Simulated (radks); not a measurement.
Polarisability of the phosphorus ion P2+, [Ne] 3s2 3p1, at imaginary frequency. All-electron calculation, non-relativistic Kohn-Sham, LDA (Slater exchange, Perdew-Wang correlation), spin-polarised, spherical densities, point nucleus; open shells are filled with parallel spins first. Program: a radial shooting solver on a logarithmic mesh with Libxc functionals. Response by self-consistent Sternheimer equations with the Hartree and adiabatic LDA kernel.

w (hartree),alpha1(iw) (bohr^3)
0.00266,9.097
0.0143,9.090
0.0360,9.051
0.0697,8.927
0.118,8.626
0.186,8.019
0.280,6.981
0.413,5.516
0.605,3.856
0.892,2.367
1.35,1.292
2.12,0.6406
3.59,0.2928
6.94,0.1164
17.5,0.02824

Static values: alpha1 = 9.098 bohr^3 (1.348 angstrom^3; uncoupled 15.42). C6 = 32.52, triple-dipole C9 = 217.9 atomic units. One-pole (London) frequency 4 C6 / (3 alpha1^2) = 0.524 hartree, against 0.915 for minus the highest occupied eigenvalue. The dipole shielding factor is 0.867, as the force sum rule N/Z = 0.867 demands.
